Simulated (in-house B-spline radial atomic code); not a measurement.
Ionisation energies with and without relativity, with size and susceptibility from the Dirac run. Dirac energy differences include first-order Breit, QED and recoil terms. NIST's values go from ground level to ground level; the uncertainty of those that are theory runs from under 0.1 % in few-electron ions to several per cent in heavy many-electron ones. Computed with a B-spline radial code for spherical atoms: non-relativistic Hartree-Fock and Dirac-Hartree-Fock, averages of the configuration (point nuclei without relativity, finite nuclei with it).

| ion | configuration | configuration after | ionisation non-relativistic (eV) | ionisation Dirac Breit and QED (eV) | tabulated value (eV) | radius at density 0.001 (bohr) | diamagnetic susceptibility (10⁻⁶ cm³/mol) |
| --- | --- | --- | --- | --- | --- | --- | --- |
| Cl3+ | [Ne] 3s2 3p2 | [Ne] 3s2 3p1 | 51.45 | 51.44 | 53.24 | 3.059 | -9.1835 |
| Ca3+ | [Ne] 3s2 3p5 | [Ne] 3s2 3p4 | 67.04 | 67.05 | 67.2732 | 2.806 | -9.94 |
| Ti3+ | [Ar] 3d1 | [Ne] 3s2 3p6 | 42.41 | 42.21 | 43.26717 | 2.759 | -10.24 |
| Ag3+ | [Kr] 4d8 | [Kr] 4d7 | 50.70 | 50.02 | 49 | 3.043 | -20.525 |
| Os3+ | [Xe] 4f14 5d5 | [Xe] 4f14 5d4 | 41.29 | 40.04 | 41 | 3.381 | -29.189 |
